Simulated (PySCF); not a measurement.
A geometry optimisation, step by step.

C₄H₁₃PSi₂.
Numbering: `[CH3:1][CH2:2][Si@@H:3]1[CH2:4][CH2:5][SiH2:6][PH:7]1` (hydrogens: H8, H9, H10 on C1; H11, H12 on C2; H13 on Si3; H14, H15 on C4; H16, H17 on C5; H18, H19 on Si6; H20 on P7)

Computed by this run: PySCF, PBE0-D3(BJ)/def2-SVP geometry optimisation, gas phase; density fitting, grid level 1; the optimiser is geomeTRIC in internal coordinates, started from a GFN2-xTB structure with every atom displaced at random (about 0.01 Å). 3 of its 9 geometries are shown. The frame can shift and turn from step to step; on so coarse a grid that alone can change the energy by a few meV, and forces under 0.02 eV/Å are noise.

Step 0: E = -29379.2950 eV, largest atomic force 2.076 eV/Å
```
atom  x, y, z in Å  |  force x, y, z in eV/Å
C1      3.014    0.234    0.131   -1.570   1.094  -0.185
C2      1.947   -0.763    0.568   -0.127   0.355  -0.413
Si3     0.311   -0.628   -0.423    0.839   0.621   0.861
C4     -0.413    1.126   -0.270   -1.667  -1.092   0.580
C5     -1.958    1.063   -0.501    0.529   0.497   1.006
Si6    -2.743   -0.340    0.534    0.673   0.393  -0.589
P7     -1.210   -1.991    0.488    0.056  -0.236   1.015
H8      3.263    0.120   -0.925    0.205  -0.035  -0.302
H9      2.613    1.277    0.264    0.405  -0.550  -0.160
H10     3.902    0.162    0.725    0.961  -0.136   0.510
H11     2.351   -1.766    0.467    0.033  -0.661  -0.035
H12     1.754   -0.626    1.641   -0.288  -0.041   0.118
H13     0.536   -0.932   -1.847    0.087  -0.189  -0.436
H14    -0.265    1.514    0.743    0.372   0.058   0.243
H15     0.009    1.812   -0.967    0.741   0.849  -0.772
H16    -2.411    2.044   -0.239    0.010  -0.259  -0.117
H17    -2.151    0.903   -1.553   -0.305  -0.238  -0.743
H18    -4.034   -0.750   -0.023   -0.509  -0.235  -0.137
H19    -2.910    0.059    1.936   -0.100   0.223   0.484
H20    -1.655   -2.500   -0.718   -0.345  -0.418  -0.929
```

Step 4: E = -29379.5196 eV, largest atomic force 0.045 eV/Å
```
atom  x, y, z in Å  |  force x, y, z in eV/Å
C1      3.188    0.579    0.156   -0.032  -0.004  -0.008
C2      2.170   -0.446    0.650    0.020   0.003  -0.026
Si3     0.518   -0.376   -0.253   -0.017   0.018   0.019
C4     -0.320    1.323   -0.079    0.001  -0.027   0.013
C5     -1.832    1.220   -0.308   -0.009   0.015   0.042
Si6    -2.523   -0.202    0.740    0.009  -0.011  -0.015
P7     -0.976   -1.863    0.633    0.002  -0.004   0.003
H8      3.436    0.420   -0.906   -0.002   0.007   0.000
H9      2.809    1.610    0.251    0.007  -0.001   0.008
H10     4.131    0.526    0.723    0.020  -0.008   0.011
H11     2.565   -1.471    0.546    0.007  -0.003   0.012
H12     1.967   -0.313    1.728   -0.008   0.006   0.002
H13     0.717   -0.698   -1.704    0.010  -0.011  -0.002
H14    -0.111    1.687    0.944   -0.003  -0.007   0.003
H15     0.151    2.048   -0.763    0.007   0.029  -0.015
H16    -2.351    2.165   -0.072   -0.003  -0.001  -0.022
H17    -2.052    0.996   -1.366    0.005  -0.009  -0.016
H18    -3.860   -0.681    0.274   -0.007   0.002   0.010
H19    -2.643    0.226    2.169    0.006   0.008   0.002
H20    -1.426   -2.310   -0.647   -0.013  -0.004  -0.019
```

Step 8: E = -29379.5226 eV, largest atomic force under 0.02 eV/Å
```
atom  x, y, z in Å  |  force x, y, z in eV/Å
C1      3.179    0.566    0.227    0.011   0.001   0.003
C2      2.146   -0.465    0.675   -0.010   0.000   0.014
Si3     0.521   -0.381   -0.274    0.006  -0.003  -0.002
C4     -0.314    1.321   -0.104   -0.002   0.009   0.007
C5     -1.824    1.220   -0.351    0.000  -0.007  -0.012
Si6    -2.508   -0.180    0.728    0.000   0.001   0.000
P7     -1.003   -1.873    0.553   -0.003  -0.008  -0.002
H8      3.420    0.460   -0.843    0.001  -0.003   0.001
H9      2.818    1.596    0.379   -0.003   0.000  -0.002
H10     4.123    0.467    0.786   -0.006   0.002   0.000
H11     2.545   -1.489    0.572   -0.003  -0.001  -0.006
H12     1.912   -0.344    1.747    0.004  -0.004   0.000
H13     0.763   -0.698   -1.720    0.000   0.004   0.001
H14    -0.120    1.671    0.927    0.003   0.009  -0.004
H15     0.167    2.056   -0.772   -0.003  -0.012  -0.005
H16    -2.344    2.172   -0.152    0.000  -0.001   0.009
H17    -2.029    0.963   -1.405    0.001   0.006   0.003
H18    -3.879   -0.629    0.334    0.000   0.001  -0.001
H19    -2.542    0.260    2.159    0.000  -0.002  -0.001
H20    -1.472   -2.251   -0.744    0.004   0.007   0.000
```

**Question.** Summarise the path.

**Answer.** The energy falls by 5.25 kcal/mol from step 0 to step 8; nine tenths of that is first reached at step 1. It falls at every step. The largest force goes from 2.076 to under 0.02 eV/Å. Among the bonds Si3–P7 changes most, from 2.237 to 2.287 Å; the atoms move by 0.092 Å rms after alignment.

**Question.** Follow the three bonds and two angles with the largest change from start to end.

**Answer.** 
| step | E above end (kcal/mol) | largest force (eV/Å) | Si3–P7 (Å) | P7–H20 (Å) | C4–H15 (Å) | Si3–C4–H14 (°) | C5–C4–H14 (°) |
| --- | --- | --- | --- | --- | --- | --- | --- |
| 0 | 5.25 | 2.076 | 2.237 | 1.383 | 1.065 | 110.5 | 106.5 |
| 1 | 0.39 | 0.310 | 2.289 | 1.439 | 1.112 | 107.9 | 110.1 |
| 2 | 0.14 | 0.088 | 2.287 | 1.430 | 1.105 | 107.7 | 110.3 |
| 3 | 0.10 | 0.032 | 2.286 | 1.428 | 1.103 | 107.4 | 110.3 |
| 4 | 0.07 | 0.045 | 2.286 | 1.428 | 1.103 | 107.2 | 110.3 |
| 5 | 0.04 | 0.056 | 2.287 | 1.429 | 1.103 | 106.9 | 110.2 |
| 6 | 0.02 | 0.046 | 2.287 | 1.430 | 1.103 | 106.7 | 110.1 |
| 7 | 0.00 | 0.021 | 2.287 | 1.430 | 1.104 | 106.7 | 110.1 |
| 8 | 0.00 | under 0.02 | 2.287 | 1.430 | 1.104 | 106.8 | 110.1 |

What follows is the cost of the whole optimisation. Time: 6.3 min wall, 5.5 min CPU; peak memory 0.76 GiB. Hardware: Intel Xeon at 2.50 GHz, one thread, no GPU (shared host).
